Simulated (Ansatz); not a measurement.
Two structures of SiNH₇Cl₂O, closed shell, reached by relaxing down either side of one saddle point (PBE0-D4/def2-TZVP). Energies are electronic, without zero-point energy. Program: Ansatz 0.2.0. Basis: def2-TZVPP and def2-QZVPP. Cores are frozen in the correlated methods. Extrapolation: Hartree–Fock as exp(−7.88 √X), correlation as X^−2.97. First:

```
12
angstrom
Si -1.1456 -0.7257 0.1394
Cl 0.7863 -1.8701 0.6315
H -0.9749 -1.0917 -1.2734
H -1.8301 -1.4639 1.2087
Cl -2.8537 0.5926 -0.2675
H 0.6083 0.9306 0.0235
N -0.1741 0.7882 0.6981
H 1.9878 -0.4144 -0.6636
O 2.0261 0.5191 -0.9387
H -0.7769 1.6064 0.7360
H 0.2565 0.6107 1.6026
H 2.0900 0.5181 -1.8965
```

Second:

```
12
angstrom
Si -1.4538 -0.3893 0.0999
Cl 1.5744 -1.9559 0.5753
H -0.9804 -0.9456 -1.1837
H -1.7544 -1.4530 1.0797
Cl -3.2020 0.6187 -0.3204
H 1.1031 0.8775 -0.4824
N -0.3516 0.8130 0.7089
H 1.8880 -0.8843 -0.1671
O 1.9429 0.5622 -0.8890
H -0.7771 1.7060 0.9198
H 0.2072 0.5110 1.4983
H 1.8035 0.5397 -1.8393
```

Which bonds change from the first to the second?

SiH₂Cl₂ ([Cl][SiH2][Cl]) + H₂O + NH₃ → SiNH₄Cl ([NH2][SiH2][Cl]) + HCl + H₂O; bonds formed: Cl2–H8, H6–O9; bonds broken: Si1–Cl2, H6–N7, H8–O9.

Give the saddle point's structure and its height above each. (An estimate is asked for; the value comes from the calculation.)

By the calculation: 15.83 kcal/mol above the first and 6.61 kcal/mol above the second (CCSD(T) at an estimated basis limit (MP2 extrapolated from triple and quadruple zeta, plus CCSD(T) − MP2 in triple zeta)).
| atom | x (Å) | y (Å) | z (Å) |
| --- | --- | --- | --- |
| Si1 | -1.2966 | -0.4974 | 0.0923 |
| Cl2 | 1.2043 | -1.8927 | 0.4351 |
| H3 | -0.9613 | -0.9815 | -1.2541 |
| H4 | -1.6152 | -1.4774 | 1.1376 |
| Cl5 | -3.0794 | 0.5520 | -0.2195 |
| H6 | 0.9723 | 0.8132 | -0.2628 |
| N7 | -0.2152 | 0.8214 | 0.6139 |
| H8 | 1.7866 | -0.5944 | -0.3278 |
| O9 | 1.8944 | 0.4804 | -0.7304 |
| H10 | -0.7119 | 1.7015 | 0.6995 |
| H11 | 0.2222 | 0.6064 | 1.5054 |
| H12 | 1.7996 | 0.4685 | -1.6890 |

The T1 diagnostic stays at or below 0.010.

The step is the kind of exchange with an N–H group that builds nitride films in atomic layer and chemical vapour deposition.

Labels in which every atom is bracketed show which atoms are joined, not bond orders.

For scale, one of the runs: CCSD(T)/def2-TZVPP, 286 basis functions, launched by `ansatz run in.yaml --threads 8 --pin off --events-out ev --progress --plain --max-ram 19148MiB`. The run took 3.1 min on 8 CPU threads of an Arm Neoverse V1 (shared host), with 8.3 GiB of host memory at its peak.
